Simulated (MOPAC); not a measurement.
A run for MOPAC: PM3 on GaH2IO2 (SMILES [OH][Ga]([OH])[I]), a point of a torsion scan.

```
PM3 1SCF PRECISE CHARGE=0 THREADS=1
GaH2IO2

O     -0.94460100 1    -1.16028906 1     0.45188751 1
Ga     0.09632842 1     0.11045698 1     0.98629281 1
O     -0.50284996 1     1.53974534 1     1.76400133 1
I      2.54860814 1    -0.18769916 1     1.00923797 1
H     -1.31263446 1    -1.41603860 1    -0.38876300 1
H     -1.43596692 1     1.70927566 1     1.88773395 1
```

Program output:

```
*******************************************************************************
 **                                                                           **
 **                              MOPAC v23.2.5                                **
 **                                                                           **
 *******************************************************************************
 ** MOPAC's Digital Object Identifier: https://doi.org/10.5281/zenodo.6511958 **
 **                                                                           **
 ** Please cite the open-source release paper for use of this MOPAC version:  **
 ** J. E. Moussa and J. J. P. Stewart (2026)                                  **
 ** MOPAC: An open-source semiempirical molecular orbital program             **
 ** J. Open Source Softw., 11(119), 8025, https://doi.org/10.21105/joss.08025 **
 *******************************************************************************

                              PM3 CALCULATION RESULTS

 *******************************************************************************
 *  PM3        - The PM3 Hamiltonian to be used
 *
 *
 *
 *                 CHARGE ON SYSTEM = 0
 *
 *
 *
 *  PRECISE    - TIGHTER CRITERIA TO BE USED
 *  1SCF       - DO 1 SCF AND THEN STOP
 *  THREADS=1  - MULTI-THREADING NOT USED
 *  T=         - A TIME OF 172800.0 SECONDS REQUESTED
 *  DUMP=N     - RESTART FILE WRITTEN EVERY 7200.0 SECONDS REQUESTED
 *******************************************************************************
PM3 1SCF PRECISE CHARGE=0 THREADS=1
 GaH2IO2

   ATOM   CHEMICAL          X               Y               Z
  NUMBER   SYMBOL      (ANGSTROMS)     (ANGSTROMS)     (ANGSTROMS)

     1       O         -0.94460100  *  -1.16028906  *   0.45188751  *
     2      Ga          0.09632842  *   0.11045698  *   0.98629281  *
     3       O         -0.50284996  *   1.53974534  *   1.76400133  *
     4       I          2.54860814  *  -0.18769916  *   1.00923797  *
     5       H         -1.31263446  *  -1.41603860  *  -0.38876300  *
     6       H         -1.43596692  *   1.70927566  *   1.88773395  *



          CARTESIAN COORDINATES

    NO.       ATOM           X           Y           Z

     1         O         -0.9446     -1.1603      0.4519
     2        Ga          0.0963      0.1105      0.9863
     3         O         -0.5028      1.5397      1.7640
     4         I          2.5486     -0.1877      1.0092
     5         H         -1.3126     -1.4160     -0.3888
     6         H         -1.4360      1.7093      1.8877

  H: (PM3): J. J. P. STEWART, J. COMP. CHEM. 10, 209 (1989).
  O: (PM3): J. J. P. STEWART, J. COMP. CHEM. 10, 209 (1989).
 Ga: (PM3): J. J. P. STEWART, J. COMP. CHEM. 12, 320-341 (1991).
  I: (PM3): J. J. P. STEWART, J. COMP. CHEM. 10, 209 (1989).

           Empirical Formula: H2 O2 Ga I  =     6 atoms



      MOLECULAR POINT GROUP   :   C1


      RHF CALCULATION, NO. OF DOUBLY OCCUPIED LEVELS = 12


 -------------------------------------------------------------------------------
 PM3 1SCF PRECISE CHARGE=0 THREADS=1
 GaH2IO2



     1SCF WAS SPECIFIED, SO BFGS WAS NOT USED
     SCF FIELD WAS ACHIEVED


                              PM3 CALCULATION
                                                       MOPAC v23.2.5 Linux




          FINAL HEAT OF FORMATION =        -85.31992 KCAL/MOL =    -356.97856 KJ/MOL


          COSMO AREA              =        124.00 SQUARE ANGSTROMS
          COSMO VOLUME            =        109.82 CUBIC ANGSTROMS

          IONIZATION POTENTIAL    =         10.342055 EV
          HOMO LUMO ENERGIES (EV) =        -10.342 -3.107
          NO. OF FILLED LEVELS    =         12
          MOLECULAR WEIGHT        =        230.6541         POINT GROUP:  C1

          MOLECULAR DIMENSIONS (Angstroms)

            Atom       Atom       Distance
            H     6    I     4     4.49968
            H     5    O     3     3.62293
            O     3    O     1     0.50725


          SCF CALCULATIONS        =          1





   ATOM   CHEMICAL          X               Y               Z
  NUMBER   SYMBOL      (ANGSTROMS)     (ANGSTROMS)     (ANGSTROMS)

     1       O         -0.94460100  *  -1.16028906  *   0.45188751  *
     2      Ga          0.09632842  *   0.11045698  *   0.98629281  *
     3       O         -0.50284996  *   1.53974534  *   1.76400133  *
     4       I          2.54860814  *  -0.18769916  *   1.00923797  *
     5       H         -1.31263446  *  -1.41603860  *  -0.38876300  *
     6       H         -1.43596692  *   1.70927566  *   1.88773395  *

                             CARTESIAN COORDINATES

   1    O       -0.944601000    -1.160289060     0.451887510
   2   Ga        0.096328420     0.110456980     0.986292810
   3    O       -0.502849960     1.539745340     1.764001330
   4    I        2.548608140    -0.187699160     1.009237970
   5    H       -1.312634460    -1.416038600    -0.388763000
   6    H       -1.435966920     1.709275660     1.887733950


           Empirical Formula: H2 O2 Ga I  =     6 atoms



      MOLECULAR POINT GROUP   :   C1


                  EIGENVALUES
 -36.38028 -35.54632 -18.79426 -16.56660 -15.49754 -15.03508 -14.96792 -14.08733
 -13.01538 -12.90141 -11.95211 -10.34206  -3.10732  -2.26269  -1.56547  -1.50697
   4.30123   4.63783


              NET ATOMIC CHARGES AND DIPOLE CONTRIBUTIONS

  ATOM NO.   TYPE          CHARGE      No. of ELECS.   s-Pop       p-Pop
    1          O          -0.613345        6.6133     1.78890     4.82445
    2         Ga           0.970355        2.0296     1.10009     0.92955
    3          O          -0.527950        6.5279     1.79440     4.73355
    4          I          -0.280628        7.2806     1.34361     5.93702
    5          H           0.234061        0.7659     0.76594
    6          H           0.217506        0.7825     0.78249
 DIPOLE           X         Y         Z       TOTAL
 POINT-CHG.    -1.904     0.475    -1.033     2.218
 HYBRID        -1.433    -0.084    -0.341     1.475
 SUM           -3.337     0.391    -1.374     3.630


          ATOMIC ORBITAL ELECTRON POPULATIONS

     Atom    s        px        py        pz
    1  O   1.78890   1.73739   1.66958   1.41747
    2 Ga   1.10009   0.54906   0.15828   0.22221
    3  O   1.79440   1.32962   1.57666   1.82727
    4  I   1.34361   1.96002   1.98858   1.98841
    5  H   0.76594
    6  H   0.78249

 **********************
 *                    *
 * JOB ENDED NORMALLY *
 *                    *
 **********************




 == MOPAC DONE ==
```

The run finished.

Cost: about 0.04 core-seconds (a rough figure).
